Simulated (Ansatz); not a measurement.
`[CH3][Zr]([OH])([F])[F]` + HBr → `[OH][Zr]([F])([F])[Br]` + CH₄ at 500 K and 1 bar (ligand exchange at a Zr–C bond).

Gas-phase electronic energies from Ansatz, PBE0-D4/def2-TZVP geometries. CCSD(T)/CBS is the MP2 limit (def2-TZVPP, def2-QZVPP) plus CCSD(T) − MP2 in def2-TZVPP, frozen cores. This one scheme is used for every species. Elements past krypton have def2 core potentials. For Br, Zr outer-core shells are correlated without core-valence functions, which leaves a few kJ/mol of doubt a bond. Scalar relativity is left out up to krypton. Each species was taken in one conformer, which may not be the lowest.

| species | CCSD(T)/CBS energy (Eh) | H − E (kJ/mol) | S (J/(mol·K)) |
| --- | --- | --- | --- |
| `[CH3][Zr]([OH])([F])[F]` | -362.44165 | 185.9 | 453.0 |
| HBr | -2573.91920 | 30.5 | 213.7 |
| `[OH][Zr]([F])([F])[Br]` | -2895.97895 | 91.1 | 438.2 |
| CH₄ | -40.46206 | 135.6 | 206.8 |

H − E and S are ideal-gas, rigid-rotor, harmonic terms from PBE0-D4/def2-TZVP, for one conformer and one mirror image of each species. 1 Eh = 2625.50 kJ/mol, R = 8.31446 J/(mol·K).

Q: By hand: ΔE, ΔH, ΔS and ΔG.

A: ΔE = (-2895.97895) + (-40.46206) − (-362.44165) − (-2573.91920) = -0.08016 Eh = -210.5 kJ/mol. Δ(H − E) = 91.1 + 135.6 − 185.9 − 30.5 = 10.3, so ΔH = -200.2 kJ/mol. ΔS = 438.2 + 206.8 − 453.0 − 213.7 = -21.7 J/(mol·K). ΔG = -200.2 − 500 × (-21.7)/1000 = -189.3 kJ/mol.

Q: By hand: the equilibrium constant, and the temperature at which ΔG would vanish if ΔH and ΔS stayed fixed.

A: log₁₀ K = −ΔG/(RT ln 10) = 19.8. ΔG = 0 at ΔH/ΔS = 9226 K, far beyond where these terms or the molecules hold.

ΔH outweighs TΔS. A doubt of 5 kJ/mol in ΔE shifts log₁₀ K by 0.5 here. Other conformers and mirror images would add mixing entropy, several J/(mol·K) or more a flexible species. These are equilibria of isolated gas molecules and say nothing of rates. Largest T1 diagnostic: 0.017 (customary marks: 0.02 for closed shells, 0.045 for open ones).
